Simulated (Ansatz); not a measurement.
Molecule: CuBr2, charge 0, multiplicity 2. The spin state was set by rule; other spins were not relaxed. 
Geometry from a B3LYP-D3(BJ)/def2-TZVP (Ansatz, an electronic-structure program) optimisation:
SMILES: [Br][Cu][Br]
```xyz
3

Cu     0.0000     0.0000     0.0000
Br     0.0000     0.0000     2.2242
Br     0.0000     0.0000    -2.2242
```
Charge 0, spin multiplicity 2.

Total electronic energies in hartree. Valence correlation only, unless marked. UHF or UKS for open shells. No spin-orbit coupling. Frozen are the shells of the preceding noble gas and the d and f shells that filled before the atom's block. Non-relativistic. CBS marks a two-point X^-3 extrapolation of the correlation energy; Hartree-Fock from the larger set.

The Hartree-Fock reference is unstable (checked in the largest basis), which strains HF and MP2. The T1 diagnostic of CCSD in the largest basis is 0.063, which is high, so the coupled-cluster rows are less sure than usual.

```json
[
 {"level": "PBE/def2-TZVPD", "program": "Ansatz", "energy (Eh)": "-6787.90615"},
 {"level": "BLYP-D3(BJ)/def2-TZVPD", "program": "Ansatz + dftd3", "energy (Eh)": "-6789.07944"},
 {"level": "r2SCAN/def2-TZVPD", "program": "Ansatz", "energy (Eh)": "-6788.87904"},
 {"level": "PBE0/def2-TZVPD", "program": "Ansatz", "energy (Eh)": "-6788.06931"},
 {"level": "BHLYP-D4/def2-TZVPD", "program": "Ansatz + dftd4", "energy (Eh)": "-6788.83535"},
 {"level": "HSE06/def2-TZVPD", "program": "Ansatz", "energy (Eh)": "-6788.07598"},
 {"level": "CAM-B3LYP-D3(BJ)/def2-TZVPD", "program": "Ansatz + dftd3", "energy (Eh)": "-6789.26305"},
 {"level": "LC-wPBE/def2-TZVPD", "program": "Ansatz", "energy (Eh)": "-6787.97532"},
 {"level": "B2GP-PLYP/def2-TZVPD", "program": "Ansatz", "energy (Eh)": "-6787.32960"},
 {"level": "B2PLYP-D4/def2-TZVPD", "program": "Ansatz + dftd4", "energy (Eh)": "-6787.74732"},
 {"level": "MP2/STO-3G", "program": "Ansatz", "energy (Eh)": "-6709.93546"},
 {"level": "RI-MP2/def2-TZVPPD", "program": "Ansatz", "energy (Eh)": "-6784.61880"},
 {"level": "RI-MP2/CBS(def2-TZVPP,def2-QZVPP)", "program": "Ansatz", "energy (Eh)": "-6784.8712"},
 {"level": "CCSD/def2-SVPD", "program": "Ansatz", "energy (Eh)": "-6783.53139"}
]
```

Totals of different functionals don't rank their quality; only differences between species are comparable.
